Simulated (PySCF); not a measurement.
Computed IR spectrum (relative IR intensity) of a molecule C3H8Si. Geometry optimised at B3LYP-D3(BJ)/def2-SVP. One conformer was computed; it need not be the lowest. Method: B3LYP-D3(BJ)/def2-SVP in PySCF. Frequencies are harmonic and unscaled.

Lines under 2 % of the strongest are left out, and lines within 2 cm⁻¹ are merged.

ν (cm⁻¹): 412 (vw), 541 (w), 672 (w), 744 (w), 815 (vs), 825 (w), 892 (w), 921 (w), 957 (w), 964 (s), 1152 (w), 1415 (vw), 1432 (vw), 2201 (vs), 2209 (vs), 3033 (m), 3056 (m), 3084 (w), 3126 (m) (against the strongest line: vs over 80 %, s over 45 %, m over 15 %, w over 4 %, vw less)

**Question.** Identify the compound among the candidates.
A. C=CC[SiH3]
B. C=C(C)[SiH3]
C. C1C[SiH2]C1
D. C=C[SiH2]C

**Answer.** C, C1C[SiH2]C1
